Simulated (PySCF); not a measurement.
B(Cl)(OMe)(NH2) (CH5BClNO), SMILES COB(Cl)N.

Geometry optimised at B3LYP-D3(BJ)/def2-SVP. The structure was generated by enumeration, and PubChem lists no compound with its InChIKey, so it may never have been made. The values are those of a single conformer.

Level of theory: PySCF with PBE/def2-TZVP.

Symmetry labels are those of the subgroup Cs that the program uses (full group Cs).

Computed valence orbital energies around the gap with their symmetry:
```json
[
 {"orbital": "HOMO−7", "symmetry": "A\"", "energy (eV)": "-11.36"},
 {"orbital": "HOMO−6", "symmetry": "A'", "energy (eV)": "-10.94"},
 {"orbital": "HOMO−5", "symmetry": "A'", "energy (eV)": "-9.50"},
 {"orbital": "HOMO−4", "symmetry": "A\"", "energy (eV)": "-8.59"},
 {"orbital": "HOMO−3", "symmetry": "A'", "energy (eV)": "-7.78"},
 {"orbital": "HOMO−2", "symmetry": "A'", "energy (eV)": "-7.24"},
 {"orbital": "HOMO−1", "symmetry": "A\"", "energy (eV)": "-7.06"},
 {"orbital": "HOMO", "symmetry": "A\"", "energy (eV)": "-6.62"},
 {"orbital": "LUMO", "symmetry": "A'", "energy (eV)": "-0.15"},
 {"orbital": "LUMO+1", "symmetry": "A\"", "energy (eV)": "0.37"},
 {"orbital": "LUMO+2", "symmetry": "A'", "energy (eV)": "0.98"},
 {"orbital": "LUMO+3", "symmetry": "A'", "energy (eV)": "1.22"}
]
```
